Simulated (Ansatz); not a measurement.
`C[SiH2]B(F)F` + H–F → `C[SiH2]F` + `FBF`  (cleavage of the Si–B bond)

Gas-phase electronic energies from Ansatz, PBE0-D4/def2-TZVP geometries. CBS: MP2 limit from def2 TZ/QZ plus the TZ coupled-cluster correction, frozen cores. This one scheme is used for every species. Functionals use def2-TZVPP. B3LYP here is the variant with VWN-RPA as its local correlation; programs differ in this. Each species was taken in one conformer, which may not be the lowest.

```json
{"level": "PBE-D4", "ΔE (eV)": "-1.47"}
{"level": "B3LYP-D4", "ΔE (eV)": "-1.70"}
{"level": "ωB97M-V", "ΔE (eV)": "-1.71"}
{"level": "r2SCAN", "ΔE (eV)": "-1.69"}
{"level": "B3LYP", "ΔE (eV)": "-1.76"}
{"level": "MP2/def2-TZVPP", "ΔE (eV)": "-1.74"}
{"level": "HF/def2-QZVPP", "ΔE (eV)": "-2.02"}
{"level": "CCSD/CBS(def2)", "ΔE (eV)": "-1.71"}
```

Q: What does CCSD(T)/CBS give? (An estimate is asked.)

A: Ansatz gave: -1.67 eV. The listed levels differ from it by 0.20, -0.03, -0.04, -0.02, -0.09, -0.07, -0.35, -0.04 eV.

Largest T1 diagnostic among the species: 0.013.

From PBE to PBE0 (25 % exact exchange), in def2-TZVPP and without D4, ΔE moves by −0.06 eV. The D4 term adds +0.06 eV with B3LYP and +0.03 eV with PBE0; it sums over pairs of atoms, weighted by their polarisabilities, and B3LYP, whose exchange is more repulsive, gets the larger term. In def2-TZVPP, CCSD(T) changes the Hartree–Fock value by +0.32 eV (the triples alone add +0.04 eV) and MP2 by +0.25 eV.
